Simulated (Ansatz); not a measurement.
C2H8OSi2 (`O[SiH2]/C=C\[SiH3]`), relaxed with RKS PBE0-D4/def2-TZVP in Ansatz from a PBE-D4/def2-SVP geometry. The force threshold is 0.005 eV/Å; the program also tests the step.

Charge 0, multiplicity 1.

Start:

```xyz
13

O    -0.700    1.285   -1.277
Si   -1.345    1.197    0.281
C    -0.374   -0.009    1.344
C     0.651   -0.798    0.934
Si    1.403   -0.953   -0.799
H    -0.943    0.559   -1.878
H    -1.247    2.580    0.856
H    -2.797    0.778    0.260
H    -0.672   -0.065    2.411
H     1.130   -1.445    1.696
H     2.364   -2.112   -0.758
H     0.366   -1.286   -1.843
H     2.163    0.269   -1.228
```

| step | energy (eV) | largest force (eV/Å) | largest move (Å) |
| --- | --- | --- | --- |
| 1 | -19997.8058 | 0.650 | 0.000 |
| 2 | -19997.8663 | 0.483 | 0.031 |
| 3 | -19997.8733 | 0.207 | 0.041 |
| 4 | -19997.8755 | 0.156 | 0.047 |
| 5 | -19997.8778 | 0.066 | 0.033 |
| 6 | -19997.8786 | 0.016 | 0.008 |
| 7 | -19997.8786 | 0.007 | 0.001 |
| 8 | -19997.8786 | 0.005 | 0.002 |
| 9 | -19997.8786 | 0.005 | 0.007 |
| 10 | -19997.8787 | 0.011 | 0.015 |
| 11 | -19997.8787 | 0.012 | 0.021 |
| 12 | -19997.8787 | 0.013 | 0.021 |
| 13 | -19997.8787 | 0.014 | 0.010 |
| 14 | -19997.8788 | 0.009 | 0.005 |
| 15 | -19997.8788 | 0.006 | 0.002 |
| 16 | -19997.8788 | 0.006 | 0.003 |
| 17 | -19997.8788 | 0.005 | 0.004 |
| 18 | -19997.8788 | 0.003 | 0.007 |

End:

```xyz
13

O    -0.757    1.241   -1.274
Si   -1.319    1.197    0.274
C    -0.375   -0.022    1.314
C     0.634   -0.806    0.917
Si    1.417   -0.942   -0.782
H    -1.038    0.550   -1.875
H    -1.146    2.564    0.824
H    -2.765    0.836    0.313
H    -0.687   -0.092    2.359
H     1.080   -1.463    1.667
H     2.404   -2.054   -0.717
H     0.422   -1.302   -1.831
H     2.130    0.294   -1.188
```

Hardware: 4 threads of an Arm Neoverse V1 on a shared host. Wall time 75 s, peak host memory 0.63 GiB.
